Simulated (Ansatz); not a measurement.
C$_{3}$H$_{5}$ (SMILES [CH2]C=C), doublet (typed; the unrestricted solution is spin-contaminated), at a GFN2-xTB geometry. Base run: CCSD/def2-SV(P) run with Ansatz (a quantum-chemistry and plane-wave program).

Here is a job for Ansatz.
Ansatz 0.2 input:
```yaml
crystal:
  periodic: [false, false, false]
  atoms:
    - {symbol: C, position_ang: [1.21930413, -0.01255927, -0.15192021]}
    - {symbol: C, position_ang: [-0.05035630, 0.42088717, 0.13622292]}
    - {symbol: H, position_ang: [1.39641854, -1.02027681, -0.48494024]}
    - {symbol: H, position_ang: [2.07179450, 0.63423331, -0.05547914]}
    - {symbol: H, position_ang: [-0.17289208, 1.44506354, 0.46770440]}
    - {symbol: C, position_ang: [-1.17491144, -0.35848292, 0.03182994]}
    - {symbol: H, position_ang: [-2.15056839, 0.02417330, 0.26857681]}
    - {symbol: H, position_ang: [-1.10897088, -1.38226320, -0.29265777]}
basis:
  gaussian:
    orbitals: def2-SV_P_.json
magnetization: {spin_polarized: true, initial_magnetization: 1}
correlation: {method: ccsd}
```
The basis file holds def2-SV(P) in the JSON format of the Basis Set Exchange.

Variants of this job, named by their change:

```
change                         ΔE vs base (mEh)  MP2 correlation (Eh)  CC correlation without the perturbative part (Eh)  basis functions
-----------------------------  ----------------  --------------------  -------------------------------------------------  ---------------
base                                      0.000              -0.33379                                           -0.38037               52
electrons = all                               …                     …                                                  …               52
reference functional = pbe0               2.046                     -                                           -0.39451               52
accuracy = high                           0.000              -0.33380                                           -0.38038               52
diis_vectors = 4                          0.000              -0.33379                                           -0.38037               52
method = rpa                                  …                     -                                                  -               52
method = bccd_t                         -12.254              -0.33379                                           -0.37944               52
method = ccsd_t                         -11.930              -0.33379                                           -0.38037               52
electrons = outside_noble_gas             0.000              -0.33379                                           -0.38037               52
diis_vectors = 2                          0.000              -0.33379                                           -0.38037               52
```

Question: Fill in the missing entries.

Answer: 
- electrons = all, ΔE vs base (mEh): -6.935
- electrons = all, MP2 correlation (Eh): -0.34123
- electrons = all, CC correlation without the perturbative part (Eh): -0.38731
- method = rpa, ΔE vs base (mEh): -19.400
